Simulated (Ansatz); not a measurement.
These are Ansatz (a quantum-chemistry and plane-wave program) with frozen-core CCSD(T)/cc-pVTZ // r2SCAN-D4/def2-TZVP values and carry that method's errors.

Ansatz 0.2 input:
```yaml
crystal:
  periodic: [false, false, false]
  atoms:
    - { symbol: N, position_ang: [0.765146, -0.481006, 1.593418] }
    - { symbol: C, position_ang: [0.395843, -0.094295, 0.432944] }
    - { symbol: N, position_ang: [1.156002, 0.083667, -0.688481] }
    - { symbol: C, position_ang: [-1.072446, 0.23089, 0.228447] }
    - { symbol: O, position_ang: [-1.490523, 0.180988, -1.131255] }
    - { symbol: H, position_ang: [1.777331, -0.60932, 1.642705] }
    - { symbol: H, position_ang: [0.728307, 0.521429, -1.488579] }
    - { symbol: H, position_ang: [2.158977, 0.077651, -0.621341] }
    - { symbol: H, position_ang: [-1.241207, 1.261163, 0.553709] }
    - { symbol: H, position_ang: [-1.661621, -0.425277, 0.87489] }
    - { symbol: H, position_ang: [-1.515811, -0.745889, -1.396457] }
basis:
  gaussian: { orbitals: cc-pVTZ }
correlation:
  method: ccsd_t
```

Output:

```
Functional definition: HF
1362 factors; integrals over basis functions are off by at most 1.3e-3 eV
mean field evaluation 1: about -7153.9585 eV, gradient 4.5e1 eV
mean field evaluation 2: about -7154.2222 eV, gradient 4.6e1 eV
mean field evaluation 4: about -7158.5987 eV, gradient 4.6e0 eV
mean field evaluation 8: about -7158.6722 eV, gradient 4.2e-1 eV
mean field evaluation 16: about -7158.6736 eV, gradient 1.8e-6 eV
mean field -7158.67362156 eV, -263.0764032690 hartree, gradient 1.8e-6 eV, S^2 0.000000; 0 other end points of the search recorded, 0 dependent functions left out
5 core orbitals not correlated
reference -7158.67362156 eV, -263.0764032690 hartree; 15, 15 occupied and 214, 214 virtual orbitals, 1362 factors
second order -26.88324230 eV of doubles, -0.00000000 eV of singles
cycle   1  -26.80224092 eV  change    8.1e-2 eV  update   1.1e-1
cycle   2  -27.42394142 eV  change   -6.2e-1 eV  update   3.1e-2
cycle   3  -27.56903187 eV  change   -1.5e-1 eV  update   1.6e-2
cycle   4  -27.55210363 eV  change    1.7e-2 eV  update   4.0e-3
cycle   5  -27.55228521 eV  change   -1.8e-4 eV  update   1.9e-3
cycle   6  -27.55294385 eV  change   -6.6e-4 eV  update   5.3e-4
cycle   7  -27.55250833 eV  change    4.4e-4 eV  update   2.0e-4
cycle   8  -27.55242398 eV  change    8.4e-5 eV  update   6.3e-5
cycle   9  -27.55244931 eV  change   -2.5e-5 eV  update   2.5e-5
perturbative correction -1.16156329 eV, -0.0426866635 hartree
Total energy: -7187.38763415 eV, -264.1316237688 hartree
```

Cost: roughly 6 core-minutes.
